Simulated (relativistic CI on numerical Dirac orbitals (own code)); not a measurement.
## Ta2+: N6,7 absorption edge

Computed with this model: Dirac-Coulomb-Breit CI, KLI orbitals optimised for each configuration, model QED, valence Slater integrals scaled by 0.8, multiplet model of core-to-valence dipole absorption; configurations [Xe] 4f14 5d3 → [Xe] 4f13 5d4; 10 K; Lorentzian 0.3 eV and Gaussian 0.3 eV FWHM. Energies are those of the free ion, without screening or charge transfer. The branching ratio is the share of the lower-energy edge in the whole absorption, uncertain by about 0.02 where the edges overlap. S is read from ⟨S²⟩ = S(S + 1).

Field parameters in Wybourne normalisation: D3d B²₀ = −7Dσ, B⁴₀ = −14Dq − 21Dτ, B⁴₃ = −14√(10/7) Dq; Td as Oh with Dq negative (B⁴₀ = 21Dq, B⁴₄ = √(5/14) B⁴₀). The field is a parameter set, without covalency.

free ion: ground-state S = 1.46, centroid 23.79 eV. Peaks (eV, height): 22.0 (17), 23.4 (100), 24.9 (64).

Td, 10Dq = -16600 cm⁻¹: ground-state S = 0.66, centroid 24.35 eV. Peaks (eV, height): 21.0 (9), 22.5 (30), 23.3 (61), 24.8 (100).

D3d, 10Dq = 26750, Dσ = 420, Dτ = -390 cm⁻¹: ground-state S = 1.49, centroid 24.59 eV. Peaks (eV, height): 21.5 (35), 23.8 (63), 25.6 (100), 26.5 (44).

Strongest unbroadened transitions for free ion:

```csv
Energy (eV),Relative strength
21.71,25.3
22.03,29.1
22.69,30.4
23.04,25.5
23.06,37.8
23.19,63.3
23.21,78.8
23.32,25.0
23.33,32.1
23.47,24.3
23.48,46.3
23.51,73.9
23.68,100.0
24.59,30.1
24.71,37.9
24.79,52.9
24.91,51.5
25.02,74.0
```
